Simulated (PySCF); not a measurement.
Compound: C₆H₉NSi.
Cartesian coordinates in Å at the GFN2-xTB level; atoms count from 1:
```xyz
17
C6H9NSi angstrom
N      0.125   -2.806   -0.590
C     -0.056   -1.693   -0.391
C     -0.251   -0.305   -0.109
C      0.965    0.345    0.523
Si     2.441    0.467   -0.682
C     -1.629    0.161    0.301
C     -2.357   -0.300   -0.922
C     -1.109    0.516   -1.040
H      1.254   -0.230    1.406
H      0.682    1.340    0.872
H      2.049    1.332   -1.798
H      2.786   -0.863   -1.172
H      3.557    1.065    0.049
H     -1.943    0.711    1.162
H     -3.294    0.191   -1.152
H     -2.337   -1.349   -1.192
H     -0.890    1.430   -1.548
```

The calculation used TDDFT PBE0/def2-SVPD, vertical, gas phase, core orbitals frozen in the response (PySCF 2.14.0, density-fitted response routines).

Transition dipole moments from the ground state, in atomic units and in the frame of the coordinates above (overall signs are arbitrary), for the states with f of 0.002 or more among the lowest 6:

| state | E (eV) | μx | μy | μz |
| --- | --- | --- | --- | --- |
| S2 | 7.367 | 0.135 | 0.029 | -0.125 |
| S3 | 7.451 | 0.035 | -0.117 | 0.088 |
| S4 | 7.553 | 0.251 | 0.045 | 0.070 |
| S5 | 7.714 | 0.101 | 0.081 | -0.341 |
| S6 | 7.770 | -0.528 | 0.361 | 0.013 |

Work out the oscillator strengths.

f = (2/3) ΔE |μ|² with ΔE in hartree (27.2114 eV).

```
state  |μ|² (au)  |μ| (D)      f
   S2      0.035     0.47  0.006
   S3      0.023     0.38  0.004
   S4      0.070     0.67  0.013
   S5      0.133     0.93  0.025
   S6      0.410     1.63  0.078
```

Which bond between heavy atoms lies closest to the direction of the S6 transition dipole?

C3–C6, at 21° from it; next C3–C8 at 40°.

What angle do the transition dipoles of S4 and S6 make?

|cos θ| = |μa·μb| / (|μa| |μb|) = 0.68, so θ ≈ 47° (taken between 0 and 90°, since the signs are arbitrary).

What peak molar absorption coefficient would the strongest computed level give as a lone Gaussian band 0.3 eV wide at half height?

ε(max) = 2.175×10⁸ f / FWHM, with the width in cm⁻¹. S6: 2.175×10⁸ × 0.0780 / 2420 ≈ 7000 L mol⁻¹ cm⁻¹.

One conformer stands for the species.
